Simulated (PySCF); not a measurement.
CF2, SMILES F[C]F (connectivity only; charge and spin as stated), charge +1, multiplicity 2. Coordinates come from a PBE0-D3(BJ)/def2-TZVP optimisation. The isomer is the one that the SMILES or the coordinates give; other isomers of the formula were not compared.

Method: PBE0-D3(BJ)/def2-TZVP run with PySCF 2.14.0.

Harmonic wavenumbers (cm⁻¹): 651, 1395, 1726. Rotational constants (GHz): 174.3, 11.51, 10.80; symmetry number 2.

### Question
Work out the zero-point energy and the ideal-gas rigid-rotor harmonic-oscillator thermochemistry at 298.15 K and 1 atm.

### Answer
ZPE = ½ Σ hcν = ½ × 3772 cm⁻¹ = 22.56 kJ/mol. H − E(el) = 32.85 kJ/mol. Entropy in J/(mol K): translation 157.54, rotation 78.89, vibration 1.64, spin 5.76, total 243.84. G − E(el) = -39.85 kJ/mol. Cp = 37.72 J/(mol K).
